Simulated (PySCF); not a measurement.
A thermochemical cycle for CsSb

MP2 in PySCF with def2-SVP on every atom (core potentials on Sb, Cs), for the lowest determinant that a PBE0 search found; no spin–orbit coupling. CsSb, a triplet (π ↑↑), has De = 0.61 eV to neutral atoms, and CsSb⁺, a quartet (σ ↑, π ↑↑), has De = 0.11 eV to Cs⁺ + Sb.

At the same level the Cs atom ionises at 3.73 eV.

Question: What is the adiabatic ionisation energy of the molecule, and does ionisation strengthen or weaken the bond?

Answer: IE = IE(Cs) + De(neutral) − De(ion) = 3.73 + 0.61 − 0.11 = 4.23 eV. De changes by -0.50 eV, so ionisation weakens the bond.

Correlated steps freeze 4 core orbitals. Weak bonds: CsSb⁺. Basis-set superposition, not corrected here, can be much of De in a small basis, most of all at correlated wavefunction levels. Spin–orbit coupling is left out, which matters for elements this heavy, above all for dissociation energies. For an ion De counts to the pair picked by the measured ionisation energies or electron affinities, which need not be the lowest pair at this level. States were picked by a PBE0 search and need not be the measured ground states.
